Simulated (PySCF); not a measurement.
Isomers of CH7AsGe. Method: PBE0-D3(BJ)/def2-SVP geometry optimisation, gas phase in PySCF. Energies are electronic, without zero-point or thermal terms, for one conformer each. No frequencies were run at this level. Point groups hold within 0.08 Å.

Problem. Rank from lowest to highest electronic energy at this level (kcal/mol).
A. `[AsH]([GeH3])C`
B. `[CH3:1][GeH2:2][AsH2:3]` with C1–Ge2–As3–H -46° and 46°

Solution. B (0.0), A (5.3).

| SMILES | E (Eh) | E rel (kcal/mol) | dipole (D) | point group | A, B, C (MHz) |
| --- | --- | --- | --- | --- | --- |
| [CH3][GeH2][AsH2] | -4354.05537 | 0.0 | 1.32 | Cs | 10024, 1680, 1500 |
| C[AsH][GeH3] | -4354.04695 | 5.3 | 0.97 | – | 8452, 1840, 1577 |

Problem. As an exercise, what shares would exp(−E/RT) give at 2000 K from these electronic energies alone (no entropy, no degeneracies)?

Solution. RT = 3.974 kcal/mol: [CH3][GeH2][AsH2] 79.1 %, C[AsH][GeH3] 20.9 %.
